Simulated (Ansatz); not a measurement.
The cluster HgBr2. Total charge 0; singlet. Geometry r2SCAN-D4/def2-TZVPD, that of the charge -1 doublet.

```xyz
3

Hg    0.203   -0.215    0.601
Br   -0.289    2.473    0.609
Br    0.086   -2.259   -1.210
```

In the def2 sets Hg takes a core potential; there is no spin–orbit coupling. The structure comes from a short search, and lower isomers may exist.

Estimate the orbital energies around the gap (eV) in Ansatz with PBE-D4/def2-TZVPD, r2SCAN-D4/def2-TZVPD, PBE0-D4/def2-TZVPD.


```csv
orbital,PBE-D4/def2-TZVPD,r2SCAN-D4/def2-TZVPD,PBE0-D4/def2-TZVPD
HOMO−5,-9.73,-10.00,-10.80
HOMO−4,-8.16,-8.43,-9.07
HOMO−3,-7.30,-7.59,-8.53
HOMO−2,-7.28,-7.56,-8.50
HOMO−1,-7.14,-7.43,-8.37
HOMO,-7.12,-7.41,-8.35
LUMO,-5.56,-5.57,-4.88
LUMO+1,-1.80,-1.51,-1.18
LUMO+2,-1.39,-1.05,-0.75
LUMO+3,-0.33,0.23,0.22
LUMO+4,0.81,1.47,1.33
LUMO+5,1.00,1.56,1.36
```
